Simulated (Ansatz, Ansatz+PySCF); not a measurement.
```xyz
4

Li    1.1047    0.0000    0.0000
Li   -1.1047    0.0000    0.0000
F     0.0000    1.2925    0.0000
F     0.0000   -1.2925    0.0000
```

Basis set: def2-SVP (spherical functions). Frozen core: 2 orbitals. Charge 0, multiplicity 1.

Computed with Ansatz (development build ahead of 0.2.0); each method stands on the lowest determinant of its kind that the runs found. Restricted open shells among the atoms or ions are ROHF, correlated in semicanonical orbitals with singles. Restricted functionals stand beside restricted open-shell atoms, which can lie above the unrestricted atoms usual in DFT and then raise those values.

The atomization energy at this shape (free ground-state atoms in the same class of orbitals less the molecule, no zero-point energy) of singlet Li2F2:

```json
{"method": "ωB97X (restricted)", "atomization energy": "14.60 eV"}
{"method": "ωB97X (unrestricted)", "atomization energy": "14.52 eV"}
{"method": "r²SCAN (restricted)", "atomization energy": "14.51 eV"}
{"method": "r²SCAN (unrestricted)", "atomization energy": "14.40 eV"}
{"method": "PBE0 (unrestricted)", "atomization energy": "14.13 eV"}
{"method": "PBE0 (restricted)", "atomization energy": "14.21 eV"}
{"method": "PBE (restricted)", "atomization energy": "14.73 eV"}
{"method": "RHF-CCSD(T)", "atomization energy": "13.65 eV"}
{"method": "RHF-CCSD", "atomization energy": "13.61 eV"}
{"method": "RHF-MP2", "atomization energy": "14.13 eV"}
{"method": "RHF", "atomization energy": "10.91 eV"}
{"method": "UHF", "atomization energy": "10.72 eV"}
```

(1) What does PBE (unrestricted) give?

Results:

(1) 14.67 eV.
